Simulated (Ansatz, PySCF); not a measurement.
BrGeH5N2, SMILES [NH2][GeH]([NH2])[Br]. Atoms are numbered in the order given.

```xyz
9

Ge     0.2186    -0.5661     0.6286
N     -1.0789    -1.8154     0.8854
N      1.5553    -1.4404    -0.2613
Br    -0.3271     1.1945    -0.8193
H      0.4998     0.0963     1.9892
H     -1.3686    -2.2952     0.0324
H     -1.9055    -1.4956     1.3902
H      2.2186    -0.8164    -0.7210
H      2.0672    -2.1134     0.3111
```

Coordinates come from a TPSSh-D3(BJ)/def2-SVP optimisation. This is a generated structure with no PubChem entry under its InChIKey; it may be hypothetical. The values are those of a single conformer.

Two levels are set side by side: PBE-D3(BJ)/def2-SVP (Ansatz, an electronic-structure program) and TPSSh-D3(BJ)/def2-SVP (PySCF). Each level has its own optimised geometry; the coordinates shown are those of the second. Frequencies come from the Hessian of PySCF at each geometry. Differences are taken from unrounded values.

```csv
quantity,TPSSh-D3(BJ),PBE-D3(BJ),PBE-D3(BJ) minus TPSSh-D3(BJ)
mean bond length (Å),1.452,1.461,0.009
bond Ge1–N2 (Å),1.819,1.830,0.011
bond Ge1–N3 (Å),1.828,1.840,0.012
bond Ge1–Br4 (Å),2.344,2.358,0.014
bond Ge1–H5 (Å),1.539,1.554,0.014
bond N2–H6 (Å),1.021,1.027,0.006
bond N2–H7 (Å),1.020,1.026,0.006
bond N3–H8 (Å),1.020,1.026,0.006
bond N3–H9 (Å),1.021,1.027,0.006
highest harmonic wavenumber (cm⁻¹),3609,3550,-59
mean harmonic wavenumber (cm⁻¹),1263,1234,-29
zero-point energy (kcal/mol),37.93,37.04,-0.88
```

GGA bonds tend to be longer and softer than those of functionals with exact exchange. Differences between two approximate levels are no errors against the true value.
